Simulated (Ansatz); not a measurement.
```yaml
crystal:
  periodic: [false, false, false]
  atoms:
    - {symbol: Al, position_ang: [-0.773874, 0.164212, -0.721402]}
    - {symbol: C, position_ang: [0.854913, 0.157910, 0.371818]}
    - {symbol: I, position_ang: [-0.120678, -1.449917, 1.506866]}
    - {symbol: H, position_ang: [-0.793391, -0.743834, -2.017132]}
    - {symbol: H, position_ang: [-1.936097, 1.154683, -0.306713]}
    - {symbol: H, position_ang: [1.049505, 0.933528, 1.108629]}
    - {symbol: H, position_ang: [1.780824, -0.284583, 0.012235]}
basis:
  gaussian: {orbitals: def2-SVP, nuclear_model: gaussian}
hamiltonian: {xc: {name: wB97}}
output: {forces: true}
```

```sh
$ ansatz run in.yaml --threads 2 --pin off --events-out ev --progress --plain --max-ram 4352MiB
```

Output, abridged:

```
Functional definition: wB97
  name "wB97"
  cite "Chai & Head-Gordon, J. Chem. Phys. 128, 084106 (2008) doi:10.1063/1.2834918"
  cite "Becke, J. Chem. Phys. 107, 8554 (1997) doi:10.1063/1.475007"
  parameter omega = 0.4/bohr
  parameter cx1 = 1.13116
  parameter cx2 = -2.74915
  parameter cx3 = 12.0900
  parameter cx4 = -5.71642
  parameter css1 = -2.55352
  parameter css2 = 11.8926
  parameter css3 = -26.9452
  parameter css4 = 17.0927
  parameter cos1 = 3.99051
  parameter cos2 = -17.0066
  parameter cos3 = 1.07292
  parameter cos4 = 8.88211
  # The coefficients of nought are those of the uniform gas.
  exchange = spin_sum(e_x_unif_sr(omega)*poly(b97_u_x, 1, cx1, cx2, cx3, cx4)) + exact_x_lr(omega)
  correlation = spin_sum(e_c_pw_same_spin*poly(b97_u_same, 1, css1, css2, css3, css4))
      + integral(e_c_pw_opposite_spin*poly(b97_u_opposite, 1, cos1, cos2, cos3, cos4))
899 factors; their error is unknown
315 factors; integrals over basis functions are off by at most 1.9e-5 eV
mean field evaluation 1: about -15796.0730 eV, gradient 2.0e1 eV
mean field evaluation 2: about -15796.6933 eV, gradient 1.4e1 eV
mean field evaluation 4: about -15797.2216 eV, gradient 4.9e-1 eV
mean field evaluation 8: about -15797.2012 eV, gradient 8.7e-3 eV
mean field -15797.20115511 eV, -580.5364347229 hartree, gradient 1.1e-5 eV, S^2 0.000000; 0 other end points of the search recorded, 0 dependent functions left out
the calculation of the forces begins
reference -15797.20114548 eV, -580.5364343689 hartree; 24, 24 occupied and 54, 54 virtual orbitals, 899 factors
Total energy: -15797.20114548 eV, -580.5364343689 hartree
Atom 0 at    -0.773874     0.164212    -0.721402 Å, force    -0.033010     0.146953    -0.189264 eV/Å
Atom 1 at     0.854913     0.157910     0.371818 Å, force    -0.476333    -0.311194     0.029066 eV/Å
Atom 2 at    -0.120678    -1.449917     1.506866 Å, force     0.052831    -0.057898     0.099875 eV/Å
Atom 3 at    -0.793391    -0.743834    -2.017132 Å, force    -0.019836     0.008083     0.021396 eV/Å
Atom 4 at    -1.936097     1.154683    -0.306713 Å, force     0.003188    -0.027266    -0.010250 eV/Å
Atom 5 at     1.049505     0.933528     1.108629 Å, force     0.098176     0.351712     0.233728 eV/Å
Atom 6 at     1.780824    -0.284583     0.012235 Å, force     0.374984    -0.110390    -0.184552 eV/Å
Dipole moment:     0.260222     0.091906     0.072094 e Å
```

Run time 1.7 s (2 threads of an Intel Xeon 6975P-C on a shared host); peak host memory 0.35 GiB.
